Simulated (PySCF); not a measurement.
**Unknowns**

PySCF calculation with coordinates at the GFN2-xTB level, B3LYP/pcJ-1 coupling constants and σ from GIAO-PBE0/pcSseg-1; rapidly exchanging positions averaged, no solvent model, one computed conformer, no relativistic terms.

Scale: $^{1}$H (σ = 31.72 ppm), $^{13}$C (σ = 186.93 ppm) vs TMS (reference shieldings calculated alike). Multiplet labels drop J under 1 Hz and among equivalent protons, and merge close values. Unscaled 3J(H,H) run several per cent high. Splittings of carbon signals by F and P are missing where no couplings were computed. Where no couplings were computed, multiplicities follow the n + 1 count of equivalent neighbours, and m marks all less simple cases (inequivalent or close neighbours, rings, F or P nearby). Shifts are as computed. Against solution values, carbons near 30 ppm lie about +3 ppm off and those near 130 ppm about +5 ppm. Of 1211 compounds with measured shifts, 218 miss one by over three times the rms of a fit or turn the order of signals round; such compounds aren't used in these exercises. OH and NH positions are gas-phase values without hydrogen bonding to other molecules.

(1) C₅H₇FN₂Si. $^{1}$H NMR (300 MHz, computed): δ 7.67 (m, 1H), 4.69 (s, 3H), 2.42 (s, 3H). $^{13}$C{$^{1}$H} NMR (computed): δ 175.5 (C), 165.7 (C), 141.3 (CH), 128.6 (C), 17.2 (CH3). Give a structure.

(2) C₂H₂N₂. $^{1}$H NMR (400 MHz, computed): δ 13.30 (br s, 1H), 7.68 (s, 1H). $^{13}$C{$^{1}$H} NMR (computed): δ 148.3 (CH), 117.0 (C). What is it?

Results:

(1) `Cc1cc([SiH3])nnc1F`. Rings plus π bonds: 4 (1 ring in the answer). 5 carbon signals for 5 carbons: no two carbons are equivalent. Carbon types of the structure: 3 × C, 1 × CH, 1 × CH3, leaving 3 H on heteroatoms. δC 175.5: aromatic carbon bearing fluorine; σ withdrawal by the attached heteroatom moves it downfield of the ring CH carbons. δC 165.7: substituted aromatic carbon next to a ring nitrogen. δC 141.3: aromatic CH. δC 128.6: substituted aromatic carbon.

The data come from this structure; uniqueness wasn't tested.

(2) `[H]/N=C\C#N`. The formula gives 3 degrees of unsaturation (no ring in the answer). 2 carbon signals for 2 carbons: no two carbons are equivalent. Carbon types of the structure: 1 × C, 1 × CH, leaving 1 H on heteroatoms. δC 148.3: C=N carbon. δC 117.0: nitrile carbon; this is the usual window of a C≡N carbon, which has no attached hydrogen. δH 13.30: hydrogen on an imine nitrogen; exchangeable; this is the value without hydrogen bonding to other molecules. δH 7.68: hydrogen on a C=N carbon.
